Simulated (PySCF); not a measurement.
# Stretching BrCl

Set-up: Br cc-pVTZ-PP with ECP10, Cl cc-pV(T+d)Z; scalar-relativistic core potentials (PySCF 2.14). Energies in eV from Br + Cl in their ground configurations at the same level. State: ¹Σ⁺ (singlet), closed shell.

All columns are PBE0. A positive dipole means Br(−)Cl(+).

```csv
R (Å),E (eV),μ (D),Mulliken charge on Br (basis-dependent),HOMO (eV),LUMO (eV),Mayer bond order,⟨S²⟩
1.838,-1.097,-0.22,0.10,-7.59,-0.79,1.19,0.00
1.923,-1.842,-0.33,0.11,-7.83,-1.59,1.15,0.00
2.009,-2.242,-0.43,0.11,-8.05,-2.34,1.11,0.00
2.073,-2.380,-0.50,0.11,-8.19,-2.87,1.09,0.00
2.137,-2.416,-0.56,0.11,-8.33,-3.36,1.08,0.00
2.201,-2.375,-0.62,0.10,-8.45,-3.82,1.06,0.00
2.287,-2.236,-0.70,0.10,-8.60,-4.37,1.05,0.00
2.393,-1.973,-0.78,0.10,-8.76,-4.97,1.04,0.00
2.522,-1.587,-0.86,0.09,-8.92,-5.59,1.03,0.00
2.693,-1.040,-0.96,0.08,-9.09,-6.24,1.02,0.00
```

A fit through these points gives, at Re = 2.132 Å, μ = -0.56 D and dμ/dR = -0.984 D/Å; the reduced mass is 24.23 u.

Problem. How strong is the fundamental in the double-harmonic approximation, I = 42.26·(dμ/dR)²/μred km/mol?

Solution. I = 42.26·(-0.984)²/24.23 = 1.69 km/mol at PBE0.
